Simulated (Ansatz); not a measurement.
Program: Ansatz 0.2.0.

Basis-set series for ClH₂O₂Si, SMILES `O[Si](O)Cl` radical. Charge 0, multiplicity 2. Geometry: relaxed with PBE0-D4/def2-TZVP. It is one conformer, not always the lowest.

Cartesian coordinates in Å:
```
O -0.517 0.868 -1.082
Si 0.075 0.313 0.334
O -0.910 -0.936 0.698
Cl 2.040 -0.328 0.119
H -0.014 1.552 -1.527
H -0.675 -1.470 1.459
```

```json
{"functional": "PBE0-D4", "basis": "def2-TZVPP", "functions": "174", "energy (Eh)": "-901.11755", "HOMO (eV)": "-6.30", "LUMO (eV)": "-2.40"}
{"functional": "PBE0-D4", "basis": "def2-QZVPP", "functions": "314", "energy (Eh)": "-901.15085", "HOMO (eV)": "-6.37", "LUMO (eV)": "-2.50"}
{"functional": "ωB97M-V", "basis": "def2-TZVPP", "functions": "174", "energy (Eh)": "-901.46063", "HOMO (eV)": "-8.08", "LUMO (eV)": "-0.83"}
{"functional": "ωB97M-V", "basis": "def2-QZVPP", "functions": "314", "energy (Eh)": "-901.49238", "HOMO (eV)": "-8.16", "LUMO (eV)": "-0.98"}
```

**Question.** Give the rows for def2-SVP. (Estimate.)

**Answer.** The calculation gave: 
```
functional     basis  functions  energy (Eh)  HOMO (eV)  LUMO (eV)
   PBE0-D4  def2-SVP         74   -900.65045      -6.11      -2.29
   ωB97M-V  def2-SVP         74   -900.99199      -7.87      -0.63
```

HOMO and LUMO are taken over both spins.
